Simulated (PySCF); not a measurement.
C₆H₁₁FSi.
Z-matrix (Å and degrees, GFN2-xTB geometry), rows numbered from 1:
```
C 
C   1  1.3202
C   2  1.4897  1  124.46
Si  3  1.9041  2  111.09  1   104.33
C   4  1.9163  3  113.64  2   175.42
F   5  1.3813  4  110.12  3    45.21
C   4  1.8837  3  121.96  2   -32.34
C   7  1.5477  4   65.78  3   107.47
H   1  1.0764  2  122.05  3  -179.21
H   1  1.0778  2  121.63  3     1.06
H   2  1.0819  1  120.18  3   178.67
H   3  1.0907  2  110.17  1   -16.63
H   3  1.0914  2  109.83  1  -134.97
H   5  1.0923  4  112.92  3   -73.09
H   5  1.0909  4  112.10  3   163.73
H   7  1.0802  4  119.74  8  -106.41
H   7  1.0806  4  121.55  8   106.23
H   8  1.0808  4  121.40  7  -106.26
H   8  1.0799  4  120.14  7   106.06
```

NICS = −σ at a ghost point: NICS(0) at the centroid of the ring atoms, NICS(1) 1 Å to either side along the normal of their mean plane, zz for the tensor component along that normal. Level: GIAO PBE0/pcSseg-1 (PySCF, non-relativistic, gas phase) on the GFN2-xTB geometry, one conformer.

Ring bond lengths (Å), with Mayer bond orders in brackets: Si4–C7 1.884 (0.95), C7–C8 1.548 (0.89), C8–Si4 1.885 (0.93).

Problem. What do the NICS probes read (ppm)?

Solution. 
| ring | type | NICS(0) | NICS(1), two faces | NICS(1)zz, two faces | rms pucker (Å) | centre to ring atoms, mean (Å) |
| --- | --- | --- | --- | --- | --- | --- |
| Si4–C7–C8 | 3-membered ring with Si; formal bonds all single | -25.4 | -7.9 / -7.5 | -15.7 / -14.6 | 0.00 | 1.02 |

Problem. What do they say, and how far can they be read as aromaticity?

Solution. 
- Si4–C7–C8: mean NICS(1)zz -15.1 ppm, shielded. Si4, C7, C8 have four or more neighbours; no verdict on aromaticity is drawn. NICS(0) lies 18 ppm below the mean NICS(1).

Problem. At the first NICS(1) probe listed for ring Si4–C7–C8, 1 Å off the ring, how large is the induced field along the normal in 9.4 T applied along it?

Solution. NICSzz × B0 = -15.7 ppm × 9.4 T = -148 μT, against the applied field.

Problem. List the ring angles and the Hirshfeld charges of the ring atoms.

Solution. 
- Si4–C7–C8: Si4 48.5° (+0.358 e), C7 65.8° (-0.176 e), C8 65.7° (-0.177 e); sum 180.0° against 180° for a flat convex ring.

Problem. How shielded are the nuclei of the rings and their hydrogens (means over atoms taken as equivalent)?

Solution. 
| atoms | environment | σ isotropic (ppm) |
| --- | --- | --- |
| Si4 | four-coordinate silicon | 446.0 |
| C7 (×2) | sp3 carbon bound to silicon | 191.1 |
| H16 (×2) | methylene hydrogen | 31.07 |
| H17 (×2) | methylene hydrogen | 31.32 |

Time: 57 s of wall time; peak memory 0.81 GiB. Hardware: one thread of an Intel Xeon at 2.70 GHz, no GPU (shared host). This is the whole shielding run at PBE0/pcSseg-1, SCF included.
